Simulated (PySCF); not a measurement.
A geometry optimisation on `N[NH][GeH3]`.

Method: PBE0-D3(BJ)/def2-SVP geometry optimisation, gas phase (PySCF 2.14.0). Start geometry: GFN2-xTB. A driver script takes a list of jobs; this job's settings line and coordinates (Å) are shown.

Input:
```
{"job": {"xc": "PBE0", "basis": "def2-SVP", "d3": "d3bj", "grid": 1, "maxiter": 30, "shake": 0.01, "kind": "geom"}, "charge": 0, "multiplicity": 1}
N     -1.532300     0.147690    -0.152620
N     -0.351310    -0.636950    -0.323570
Ge     1.195800     0.194490     0.141350
H     -2.302770    -0.479810    -0.147780
H     -1.501370     0.558250     0.772420
H     -0.349440    -0.939980    -1.290840
H      2.293010    -0.771860    -0.231620
H      1.484970     1.554250    -0.457000
H      1.121240     0.356760     1.655940
```

Output:
```
step   0  E = -2189.32301180  max force = 0.022315
step   1  E = -2189.32593532  max force = 0.007064
step   2  E = -2189.32615430  max force = 0.002378
step   3  E = -2189.32619292  max force = 0.000526
step   4  E = -2189.32625632  max force = 0.002842
step   5  E = -2189.32647975  max force = 0.009729
step   6  E = -2189.32676450  max force = 0.003682
step   7  E = -2189.32726894  max force = 0.006528
step   8  E = -2189.32857905  max force = 0.023530
step   9  E = -2189.32243019  max force = 0.065545
step  10  E = -2189.32916228  max force = 0.036197
step  11  E = -2189.33174028  max force = 0.014352
step  12  E = -2189.33340475  max force = 0.006212
step  13  E = -2189.33365450  max force = 0.003540
step  14  E = -2189.33374702  max force = 0.002149
step  15  E = -2189.33378225  max force = 0.000873
step  16  E = -2189.33380783  max force = 0.000756
step  17  E = -2189.33383983  max force = 0.000930
step  18  E = -2189.33385070  max force = 0.000459
step  19  E = -2189.33385304  max force = 0.000189
optimisation converged
```

Energies in Eh; «max force» is the largest Cartesian gradient component in Eh/bohr.

Task: How much energy does the optimisation release, in eV?

Result: E(step 0) − E(last step) = 0.010841 Eh, which is 0.295 eV.

Task: Give the first gradient maximum in eV/Å.

Result: With 1 Eh/bohr = 51.422 eV/Å, 1.147 eV/Å.

In short: final energy -2189.33385 Eh after 19 steps; dipole 0.79 D.

Task: Where do the atoms end?

Result: 0.546 Å rms from the input after alignment:
```
atom  x, y, z in Å
N1    -1.4987   -0.1079   -0.0553
N2    -0.2597   -0.6855   -0.3487
Ge3    1.3010    0.0434    0.2870
H4    -1.7828   -0.3566    0.8905
H5    -1.4846    0.9119   -0.1212
H6    -0.2488   -1.0835   -1.2817
H7     2.4706   -0.7223   -0.3565
H8     1.4042    1.5562   -0.0420
H9     1.3115   -0.1060    1.8212
```

Hardware: one thread of an Arm Neoverse V2, shared host with 96 logical CPUs at a one-minute load of 8.0. Cost: 40 s of wall time, 0.38 GiB resident at most.
Labels such as C1 count atoms from 1, the log's own numbers from 0.
